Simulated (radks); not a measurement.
The neodymium ion Nd19+, configuration [Kr] 4d5.

Calculated with a radial shooting solver on a logarithmic mesh with Libxc functionals: scalar-relativistic Kohn-Sham, PBEsol, spin-polarised, spherical densities, finite nucleus; open shells are filled with parallel spins first (spin-orbit coupling, left out, can overturn this in heavy ions); Fermi nuclear charge, rms radius 4.9123 fm.

Energy parts (eV):
| part | energy |
|---|---|
| total | -257946.08 |
| kinetic | 274749.33 |
| electron-nucleus | -606250.05 |
| Hartree | 79025.86 |
| exchange-correlation | -5471.22 |

Orbitals (lengths in bohr, moments of r in powers of bohr):
orbital  occ.  eigenvalue (eV)      <r>      <r^4>      <r^2>
1s up       1        -43872.41  0.02364  1.528e-06  0.0007604
1s down     1        -43872.34  0.02364  1.528e-06  0.0007604
2s up       1        -7511.606   0.1010  0.0002487    0.01203
2s down     1        -7508.377   0.1010  0.0002486    0.01203
2p up       3        -6768.892  0.08879  0.0001830   0.009622
2p down     3        -6766.324  0.08878  0.0001829   0.009619
3s up       1        -2004.046   0.2655   0.009770    0.08051
3s down     1        -2002.253   0.2653   0.009726    0.08038
3p up       3        -1769.877   0.2634    0.01015    0.08035
3p down     3        -1767.898   0.2632    0.01009    0.08019
3d up       5        -1446.967   0.2401   0.008169    0.06777
3d down     5        -1444.135   0.2400   0.008125    0.06767
4s up       1        -747.1890   0.5766     0.1964     0.3734
4s down     1        -738.0961   0.5768     0.1972     0.3738
4p up       3        -665.5472   0.5987     0.2344     0.4048
4p down     3        -656.5261   0.5993     0.2363     0.4059
4d up       5        -549.5348   0.6212     0.2897     0.4410
4d down     0        -540.6496   0.6227     0.2942     0.4435

The highest occupied level is 4d up at -549.53 eV. Spin moment in Bohr magnetons: 5. For comparison, the ionisation energy in NIST's Atomic Spectra Database is 562 eV (theoretical). In exact Kohn-Sham theory the highest level is minus the ionisation energy, but local and semilocal functionals leave it too shallow, through self-interaction and a potential that decays too fast; potentials with the right tail come closer. The electron density at the nucleus is 4.717e+05 e/bohr^3 (large components only). Summed over all electrons, <r^2> = 6.787 bohr^2, which gives a Langevin (diamagnetic) susceptibility term of -5.38 x 10^-6 cm^3/mol. The spin density at the nucleus is -13.51 e/bohr^3 (1s -1.22, 2s -10.34, 3s -1.95, 4s 0.00).
